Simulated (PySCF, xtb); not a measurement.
C₃H₈N, SMILES CN([CH2])C, multiplicity 2.

Harmonic wavenumbers (cm⁻¹) from GFN2-xTB (xtb 6.7.1) at its own minimum, in rising order: 164, 173, 287, 289, 409, 433, 598, 882, 1009, 1055, 1079, 1110, 1131, 1281, 1372, 1409, 1417, 1454, 1471, 1483, 1484, 1502, 2864, 2869, 2983, 2987, 3032, 3032, 3105, 3148.

Task: What does PBE0-D3(BJ)/def2-SVP (PySCF) give at its own minimum? (The exact figures need the calculation; the answer reports its results.)

Result: 204, 205, 283, 352, 423, 444, 628, 885, 1060, 1084, 1109, 1135, 1160, 1362, 1399, 1424, 1444, 1449, 1461, 1469, 1473, 1542, 2977, 2985, 3097, 3099, 3154, 3154, 3158, 3284. Paired by order, the mean absolute difference is 49 cm⁻¹ and the zero-point energies are 65.1 and 67.1 kcal/mol.
